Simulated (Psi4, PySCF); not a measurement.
Input for Psi4:
```
memory 2 GB

molecule {
1 1
V    -0.00000000   -0.00000000   -0.00000000
F     1.05787016    0.73619422   -0.92212232
F     0.75522470   -0.97142821    0.99867095
F    -0.99429019   -0.84029363   -0.90370040
F    -0.81880467    1.07552761    0.82715177
}

set {
  basis def2-svpd
  scf_type pk
  puream true
  d_convergence 1e-8
  dft_radial_points 99
  dft_spherical_points 590
}

energy('r2scan')
print_variables()
```

Problem. Give the equivalent PySCF input.

Solution. Several could match; the one computed here: 
```python
from pyscf import gto, scf, dft

mol = gto.Mole()
mol.atom = '''
    V    -0.00000000   -0.00000000   -0.00000000
    F     1.05787016    0.73619422   -0.92212232
    F     0.75522470   -0.97142821    0.99867095
    F    -0.99429019   -0.84029363   -0.90370040
    F    -0.81880467    1.07552761    0.82715177
'''
mol.basis = 'def2-svpd'
mol.charge = 1
mol.verbose = 3
mol.build()

mf = dft.RKS(mol)
mf.xc = 'r2scan'
mf.grids.atom_grid = (99, 590)
mf.grids.prune = None
mf.kernel()
```

Both were run: Psi4 gave -1342.625283 Eh and PySCF -1342.625597 Eh, 0.314 mEh apart.
